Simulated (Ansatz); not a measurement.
```yaml
crystal:
  periodic: [false, false, false]
  atoms:
    - {symbol: Si, position_ang: [0.006996, -0.020513, -0.018758]}
    - {symbol: F, position_ang: [0.026565, -0.048605, 1.701810]}
    - {symbol: F, position_ang: [0.058174, 0.004665, -1.717072]}
    - {symbol: F, position_ang: [1.678449, -0.003844, 0.030351]}
    - {symbol: F, position_ang: [-0.800797, 1.432777, -0.014986]}
    - {symbol: F, position_ang: [-0.840780, -1.437066, 0.016409]}
basis:
  gaussian: {orbitals: cc-pVTZ-DK, fitting: {mean_field: cc-pVTZ-jkfit}, point_charges: [{charge: 1.00, position_ang: [4.360, 0.482, 0.296]}]}
total_charge: -1
magnetization: {spin_polarized: true, initial_magnetization: 0}
hamiltonian: {xc: {name: r2SCAN50}, dispersion: d3bjatm}
scf: {omitted_lower_state_checks: [starts]}
output: {forces: true}
```

```sh
$ ansatz run in.yaml --threads 4 --pin off --events-out ev --progress --plain --max-ram 3916MiB
```

Output, abridged:

```
Functional definition: r2SCAN50
516 factors; integrals over basis functions are off by at most 8.4e-1 eV
mean field evaluation 1: about -21498.1231 eV, gradient 2.4e1 eV
mean field evaluation 2: about -21498.5419 eV, gradient 2.3e1 eV
mean field evaluation 4: about -21499.8955 eV, gradient 3.8e-1 eV
mean field evaluation 8: about -21499.8968 eV, gradient 7.9e-3 eV
mean field -21499.89683202 eV, -790.1066354233 hartree, gradient 3.9e-5 eV, S^2 0.000000; 0 other end points of the search recorded, 0 dependent functions left out
reference -21499.89683676 eV, -790.1066355974 hartree; 30, 30 occupied and 154, 154 virtual orbitals, 516 factors
Total energy: -21499.92566287 eV, -790.1076949374 hartree
Relativity: scalar
Atom 0 at     0.006996    -0.020513    -0.018758 Å, force    -1.580751     0.250266     0.563252 eV/Å
Atom 1 at     0.026565    -0.048605     1.701810 Å, force     0.247584     0.237000    -2.021060 eV/Å
Atom 2 at     0.058174     0.004665    -1.717072 Å, force     0.216271    -0.210746     2.033150 eV/Å
Atom 3 at     1.678449    -0.003844     0.030351 Å, force    -0.142674     0.104768    -0.159368 eV/Å
Atom 4 at    -0.800797     1.432777    -0.014986 Å, force     1.161712    -1.779081     0.074556 eV/Å
Atom 5 at    -0.840780    -1.437066     0.016409 Å, force     1.116655     1.557466    -0.417636 eV/Å
Dipole moment:    -0.247307    -0.043298    -0.072393 e Å
Checks for a lower state left out: starts
```

It took 4.8 s on 4 threads of Intel Xeon on a shared host.

DK, ANO-RCC and x2c sets are all-electron and run with scalar relativity unless a key says otherwise. The highest occupied level of an anion often lies above zero with these methods, and sets without diffuse functions describe the outer electron poorly.

The dipole of an ion depends on the origin.
